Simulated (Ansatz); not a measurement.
Molecule: PbH$_{4}$ (charge 0, singlet). 
Structure (B3LYP-D3(BJ)/def2-TZVP (Ansatz, a program for electronic structure) minimum search):
```xyz
5

Pb     0.0000     0.0000     0.0000
H      1.0223     1.0297     0.9962
H      1.0100    -1.0286    -1.0098
H     -1.0236     1.0025    -1.0223
H     -1.0087    -1.0036     1.0359
```
Charge 0, spin multiplicity 1.

Basis-set convergence of Hartree-Fock and CCSD correlation energies (hartree) with Ansatz. Correlated levels leave the core frozen unless marked. Spin-orbit coupling is left out. The frozen core is the preceding noble-gas configuration, with the filled d and f shells of earlier blocks. In def2 rows, elements after Kr have scalar-relativistic effective core potentials.

| basis | functions | E(HF) | E(corr, CCSD) |
|---|---|---|---|
| def2-SVP | 46 | -194.06562 | -0.12771 |
| def2-TZVPP | 106 | -194.07613 | -0.15332 |
| def2-QZVPP | 202 | -194.07805 | -0.15958 |

Extrapolating the two largest sets (X = 3 and 4) as X^-3: E(corr) = (64·(-0.15958) - 27·(-0.15332))/37 = -0.1641 Eh, an estimate of the basis-set limit. The largest set recovers 97.2 % of it, the smallest 77.8 %.
